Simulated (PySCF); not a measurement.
Job file and geometry (Å, from GFN2-xTB) of an NMR shielding run on SMILES C=CP(C)C1CCC1, C7H13P, PySCF, GIAO PBE0/pcSseg-1 NMR shielding, non-relativistic, gas phase; density fitting, a coarse starting grid and PySCF grid level 2 are the driver's defaults:

```
$ OMP_NUM_THREADS=1 python probes_run.py task.json out

{"job": {"kind": "nmr", "xc": "PBE0", "basis": "pcSseg-1"}, "charge": 0, "multiplicity": 1}
C     -1.979276    -0.470408     2.411298
C     -1.795093    -0.380504     1.105155
P     -0.367199    -1.141672     0.260481
C     -1.250901    -1.705975    -1.268207
C      0.321022     0.445751    -0.438662
C      1.605621     0.270112    -1.269825
C      2.359407     1.184582    -0.293030
C      1.100042     1.298552     0.578289
H     -2.815407    -0.004779     2.909942
H     -1.293701    -1.019278     3.035968
H     -2.494434     0.167066     0.480362
H     -1.900056    -0.925351    -1.664423
H     -1.845620    -2.585725    -1.028562
H     -0.512867    -1.980818    -2.019887
H     -0.468908     0.995274    -0.959454
H      1.543420     0.636899    -2.293163
H      1.978927    -0.753541    -1.287450
H      2.680267     2.128499    -0.729930
H      3.210476     0.719125     0.199438
H      1.193891     0.828924     1.557081
H      0.721469     2.310209     0.714106
```

**Question.** Write the output of this run.

**Answer.** 
```
coarse grid: 17288 points
cycle   1  E = -615.2436673640  dE =  8.368e-01  |g| = 4.526e-01  |ddm| = 4.174e+00
cycle   2  E = -615.2337957041  dE =  9.872e-03  |g| = 5.033e-01  |ddm| = 8.890e-01
cycle   3  E = -615.2989993403  dE = -6.520e-02  |g| = 5.601e-02  |ddm| = 4.918e-01
cycle   4  E = -615.2995463838  dE = -5.470e-04  |g| = 2.979e-02  |ddm| = 8.924e-02
cycle   5  E = -615.2997634293  dE = -2.170e-04  |g| = 8.047e-03  |ddm| = 3.106e-02
cycle   6  E = -615.2997780851  dE = -1.466e-05  |g| = 2.978e-03  |ddm| = 9.529e-03
cycle   7  E = -615.2997803106  dE = -2.226e-06  |g| = 5.906e-04  |ddm| = 3.238e-03
final grid: 160224 points
cycle   8  E = -615.3518465791  dE = -4.744e-05  |g| = 1.041e-02  |ddm| = 4.451e-02
cycle   9  E = -615.3518341172  dE =  1.246e-05  |g| = 1.267e-02  |ddm| = 2.086e-02
cycle  10  E = -615.3518744501  dE = -4.033e-05  |g| = 1.074e-03  |ddm| = 1.212e-02
cycle  11  E = -615.3518747269  dE = -2.768e-07  |g| = 3.230e-04  |ddm| = 1.357e-03
cycle  12  E = -615.3518747514  dE = -2.455e-08  |g| = 1.052e-04  |ddm| = 3.187e-04
cycle  13  E = -615.3518747540  dE = -2.537e-09  |g| = 3.516e-05  |ddm| = 1.355e-04
cycle  14  E = -615.3518747543  dE = -3.197e-10  |g| = 8.442e-06  |ddm| = 4.244e-05
converged SCF energy = -615.3518747543

GIAO shielding tensors (ppm)
atom      isotropic    diamagn.    paramagn.     s11        s22        s33       span
  0 C       48.904     253.598    -204.694    -73.180     61.081    158.810    231.990
  1 C       33.667     263.559    -229.892    -80.436     38.720    142.715    223.151
  2 P      360.483     968.414    -607.931    303.086    371.063    407.299    104.213
  3 C      171.447     253.826     -82.379    159.554    166.434    188.353     28.799
  4 C      149.969     252.166    -102.197    139.605    151.799    158.502     18.897
  5 C      163.037     250.020     -86.983    150.216    154.586    184.310     34.095
  6 C      169.212     252.907     -83.696    158.939    164.475    184.221     25.282
  7 C      162.373     248.261     -85.889    149.468    153.373    184.277     34.808
  8 H       25.644      28.923      -3.279     22.158     24.699     30.076      7.918
  9 H       25.495      31.843      -6.348     21.365     24.825     30.295      8.930
 10 H       25.475      33.665      -8.190     21.595     25.278     29.553      7.957
 11 H       30.936      32.333      -1.397     26.959     28.969     36.881      9.922
 12 H       30.648      29.971       0.677     26.098     27.604     38.243     12.145
 13 H       30.642      31.567      -0.926     26.098     29.078     36.750     10.652
 14 H       29.675      35.069      -5.394     26.473     30.318     32.233      5.761
 15 H       29.432      31.150      -1.718     25.745     27.381     35.170      9.425
 16 H       29.877      31.747      -1.870     26.228     29.329     34.073      7.845
 17 H       29.555      29.925      -0.370     26.214     26.589     35.862      9.648
 18 H       29.596      29.982      -0.386     26.082     26.743     35.965      9.883
 19 H       29.819      32.083      -2.264     26.070     29.694     33.693      7.622
 20 H       29.529      31.480      -1.950     25.769     27.553     35.265      9.496
```

Size and cost of the density-fitted run: 208 basis functions, roughly 110 core-seconds.
